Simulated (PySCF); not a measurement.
**Identify the compound**

The spectra below were simulated for a compound C5H10O3Si.

¹H NMR (300 MHz, computed): δ 8.08 (s, 1H), 4.08 (m, 1H), 3.98 (d, 3H), 3.74 (s, 3H), 2.82 (m, 1H), 0.86 (m, 1H).

¹³C{¹H} NMR (computed): δ 166.9 (CH), 68.7 (CH), 61.2 (CH3), 58.4 (CH), 9.9 (CH).

Calculated, not measured (PySCF 2.14): GFN2-xTB structure, NMR shieldings at PBE0/pcSseg-1/GIAO. Gas phase, rapidly exchanging positions averaged, a single conformation, relativity neglected.

References, each an isolated molecule treated in the same way: ¹H, ¹³C vs TMS.

Problem. Propose a structure and justify it.

Solution. 
- The formula gives 2 degrees of unsaturation (1 ring in the answer).
- 5 carbon signals for 5 carbons: no two carbons are equivalent.
- Carbon types of the structure: 4 × CH, 1 × CH3, leaving 3 H on heteroatoms.
- δC 166.9: ester carbonyl carbon; it is a carbonyl in resonance with an O or N lone pair, the region of acids, esters and amides.
- δC 68.7, 58.4, 9.9: three-membered-ring carbon.
- δC 61.2: methyl carbon bonded to O; pulled downfield by the heteroatom.
- δH 8.08: hydrogen on an ester carbonyl carbon.
- δH 4.08, 2.82, 0.86: hydrogen on a three-membered-ring carbon.
- δH 3.98: hydrogen on a silicon bonded to C.
- δH 3.74: hydrogen on a methyl carbon bonded to O; its carbon carries O, hence the downfield position.

Structure: SMILES CO[C@@H]1[C@@H]([SiH3])[C@H]1OC=O.

The shifts were computed for this structure.

Shifts are as computed. Against solution values, carbons near 30 ppm lie about +3 ppm off and those near 130 ppm about +5 ppm. Of 1211 compounds with measured shifts, 218 miss one by over three times the rms of a fit or turn the order of signals round; such compounds aren't used in these exercises. No couplings were computed; multiplicities are counted from neighbouring protons, with m where these are inequivalent, close in shift, in a saturated or five-membered ring or joined by F or P, and br s for small geminal =CH2 splittings.
